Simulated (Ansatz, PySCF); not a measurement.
Reaction (SMILES): Cl[SiH2][SiH2]Cl -> 2 [SiH2]Cl (the Si-Si bond at the site shown breaks; other sites are not compared here)
Geometries: B3LYP-D3(BJ)/def2-TZVP minima from Ansatz (a first-principles code), one conformer each, not searched for the lowest.

Property: bond dissociation energy (enthalpy at 298 K, with B3LYP-D3(BJ) rigid-rotor harmonic-oscillator terms from PySCF), in eV. Cores are frozen in the correlated levels unless marked. UHF or UKS for open shells. No spin-orbit coupling. Non-relativistic. CBS marks a two-point X^-3 extrapolation of the correlation energy; Hartree-Fock from the larger set.

Level to compare with: CCSD(T)/CBS(cc-pV(T+d)Z,cc-pV(Q+d)Z) (Ansatz), 3.33 eV. It is a level with limits of its own, and the differences hold the functionals' basis error too.

### Question
Rank these functionals by how close they come to CCSD(T)/CBS(cc-pV(T+d)Z,cc-pV(Q+d)Z), closest first: SVWN5/def2-TZVPD (Ansatz); wB97M-V/def2-TZVPD (Ansatz); r2SCAN0/def2-TZVPD (Ansatz).

### Answer
wB97M-V/def2-TZVPD (range-separated hybrid meta-GGA with VV10, 3.31 eV, difference -0.02), SVWN5/def2-TZVPD (LDA, 3.47 eV, difference 0.14), r2SCAN0/def2-TZVPD (hybrid meta-GGA, 3.01 eV, difference -0.32)
